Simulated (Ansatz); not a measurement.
Geometry optimisation, UKS PBE-D4/def2-SVP in Ansatz 0.2.0.

input.yaml

```yaml
crystal:
  periodic: [false, false, false]
  atoms:
    - { symbol: C, position_ang: [-0.2644, 1.0923, -0.7394] }
    - { symbol: B, position_ang: [-0.3271, -0.3813, -0.2743] }
    - { symbol: C, position_ang: [0.5256, -0.8362, 0.9519] }
    - { symbol: Cl, position_ang: [-1.2899, -1.6071, -1.1628] }
    - { symbol: H, position_ang: [0.7205, 1.4204, -1.057] }
    - { symbol: H, position_ang: [-0.6617, 1.8046, 0.0751] }
    - { symbol: H, position_ang: [-0.9588, 1.2668, -1.6204] }
    - { symbol: H, position_ang: [-0.0636, -1.2383, 1.7466] }
    - { symbol: H, position_ang: [1.2813, -1.5995, 0.6801] }
    - { symbol: H, position_ang: [1.1213, 0.0273, 1.4031] }
magnetization:
  spin_polarized: true
basis:
  gaussian: { orbitals: def2-SVP }
hamiltonian:
  xc: pbe
  dispersion: d4
relax:
  f_tol: 0.02
  max_steps: 50
```

Run as:

```bash
$ ansatz run input.yaml --threads 2 --pin off --max-ram 3072MiB --backend cpu --events-out ev --progress --plain --runs-dir out
```

Q: Where does it end, and by what steps?

A: The run converged. After 4 steps the energy has fallen by 0.187 eV; C1 moved furthest, 0.08 Å.

| step | energy less start (eV) | largest force component (eV/Å) | accepted |
| --- | --- | --- | --- |
| 0 | 0.0000 | 2.533 | yes |
| 1 | -0.1553 | 0.678 | yes |
| 2 | -0.1854 | 0.177 | yes |
| 3 | -0.1866 | 0.029 | yes |
| 4 | -0.1866 | 0.007 | yes |

```xyz
10
Properties=species:S:1:pos:R:3
C -0.325 1.119 -0.791
B -0.290 -0.357 -0.263
C 0.566 -0.824 0.969
Cl -1.275 -1.593 -1.091
H 0.711 1.454 -1.020
H -0.665 1.789 0.030
H -0.963 1.289 -1.678
H -0.091 -1.280 1.742
H 1.263 -1.636 0.667
H 1.153 -0.012 1.440
```

Whether the end is a true minimum wasn't checked by a vibrational analysis.

Time of the run: 7.4 s on 2 threads of Intel(R) Xeon(R) 6975P-C (Granite Rapids) (shared host), peak memory 0.17 GiB.
